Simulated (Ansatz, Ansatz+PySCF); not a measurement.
```yaml
atoms:
  - { symbol: C, position_ang: [0.0000, 0.0000, 0.0000] }
  - { symbol: H, position_ang: [0.5706, 0.5706, 0.5706] }
  - { symbol: H, position_ang: [0.6340, -0.6340, -0.6340] }
  - { symbol: H, position_ang: [-0.6340, 0.6340, -0.6340] }
  - { symbol: H, position_ang: [-0.6340, -0.6340, 0.6340] }
```

Basis set: 6-31G (spherical functions). Frozen core: 1 orbital. Charge 0, multiplicity 1.

Computed with Ansatz (development build ahead of 0.2.0); each method stands on the lowest determinant of its kind that the runs found. Restricted open shells among the atoms or ions are ROHF, correlated in semicanonical orbitals with singles.

The atomization energy at this shape (free ground-state atoms in the same class of orbitals less the molecule, no zero-point energy) of singlet CH4:

| method | atomization energy |
| --- | --- |
| PBE0 (unrestricted) | 17.78 eV |
| RHF-MP2 | 15.68 eV |

(1) What does RHF-CCSD(T) give?

## Answers

(1) 15.85 eV. Caution: the shape is not the minimum.

This basis has no polarisation functions and is too small for such energies, which can lie far from measured ones in either direction.
